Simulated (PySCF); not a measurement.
A PySCF script (with the pyscf-properties extension) for the NMR shieldings of `N#CC[SiH2]O[Si@H](N)[SiH2][SiH3]`, C2H12N2OSi4, on a GFN2-xTB geometry:

```python
import basis_set_exchange as bse
import numpy as np
from pyscf import gto, dft
from pyscf.prop import nmr

atoms = """
N     4.541966    2.413589    1.051963
C     3.898798    1.475423    0.921317
C     3.077826    0.326760    0.741171
Si    1.685187    0.662196   -0.534281
O     0.737650   -0.628960   -0.442709
Si   -0.608787   -1.566127   -0.410393
N    -1.213060   -1.504723   -2.025505
Si   -2.181957   -0.579666    0.950103
Si   -2.829704    1.591489    0.454264
H     2.639914    0.054989    1.703370
H     3.704133   -0.502036    0.407331
H     2.247261    0.731618   -1.880969
H     0.932291    1.856976   -0.160152
H     0.012990   -2.852638   -0.046147
H    -2.049102   -2.014634   -2.256330
H    -0.558419   -1.564090   -2.790199
H    -1.714542   -0.638904    2.349749
H    -3.371506   -1.455508    0.988072
H    -1.682256    2.485546    0.264467
H    -3.620232    1.664617   -0.779428
H    -3.657372    2.215729    1.493832
"""
names = dict.fromkeys(["N", "C", "Si", "O", "H"], "pcSseg-1")
basis = {el: gto.basis.parse(bse.get_basis(n, elements=[el], fmt="nwchem")) for el, n in names.items()}
mol = gto.M(atom=atoms, basis=basis, charge=0, verbose=0)
mf = dft.RKS(mol, xc="PBE0")
mf.grids.level = 2
mf.grids.alignment = dft.numint.BLKSIZE   # the property module wants whole blocks of grid points
mf.conv_tol = 1e-9
mf.kernel()

calc = nmr.RKS(mf)   # GIAO
C = mf.mo_coeff
Co = C[:, mf.mo_occ > 0]
resp = mf.gen_response(singlet=True, hermi=2)
def vind(x):   # induced exchange potential for any number of trial vectors
    d = np.einsum("pi,xij,qj->xpq", C, 2 * x.reshape(-1, C.shape[1], Co.shape[1]), Co, optimize=True)
    return np.einsum("xpq,pi,qj->xij", resp(d - d.transpose(0, 2, 1)), C, Co, optimize=True).ravel()
mo1, _ = nmr.rhf.solve_mo1(calc, with_cphf=vind)
sigma = calc.kernel(mo1)
for i, s in enumerate(sigma):   # ppm
    w = np.linalg.eigvalsh((s + s.T) / 2)
    print("%2d %-2s iso %8.1f  s11 %8.1f  s22 %8.1f  s33 %8.1f" % (i, mol.atom_pure_symbol(i), w.mean(), *w))
```

Problem. What are the results?

Solution. 
```
 0 N  iso    -28.7  s11   -205.4  s22   -188.7  s33    307.9
 1 C  iso     67.1  s11    -46.7  s22    -45.1  s33    293.1
 2 C  iso    183.7  s11    166.8  s22    180.3  s33    203.9
 3 Si iso    379.6  s11    357.2  s22    360.5  s33    421.2
 4 O  iso    283.4  s11    226.5  s22    270.1  s33    353.5
 5 Si iso    356.5  s11    323.9  s22    365.6  s33    380.1
 6 N  iso    237.5  s11    195.4  s22    250.9  s33    266.3
 7 Si iso    485.5  s11    469.0  s22    490.1  s33    497.4
 8 Si iso    463.3  s11    449.3  s22    461.3  s33    479.1
 9 H  iso     29.9  s11     25.0  s22     29.4  s33     35.4
10 H  iso     29.7  s11     24.7  s22     29.1  s33     35.4
11 H  iso     26.5  s11     22.5  s22     25.7  s33     31.3
12 H  iso     26.4  s11     21.8  s22     27.1  s33     30.1
13 H  iso     25.6  s11     22.0  s22     23.9  s33     30.9
14 H  iso     31.5  s11     24.8  s22     27.2  s33     42.5
15 H  iso     30.9  s11     23.5  s22     27.8  s33     41.3
16 H  iso     28.5  s11     25.2  s22     26.1  s33     34.2
17 H  iso     28.6  s11     25.1  s22     26.0  s33     34.6
18 H  iso     28.0  s11     23.8  s22     27.2  s33     33.0
19 H  iso     28.0  s11     24.5  s22     26.0  s33     33.5
20 H  iso     28.0  s11     24.5  s22     25.2  s33     34.3
```

These numbers come from an equivalent density-fitted implementation of the same equations, which agrees with the script to about 0.01 ppm for H and up to a few tenths of a ppm for heavy atoms, so last digits may differ.

Size and cost of the density-fitted run: 241 basis functions, 2.5 min wall time on 1 thread of an Intel Xeon, shared host; peak memory 1.1 GiB.
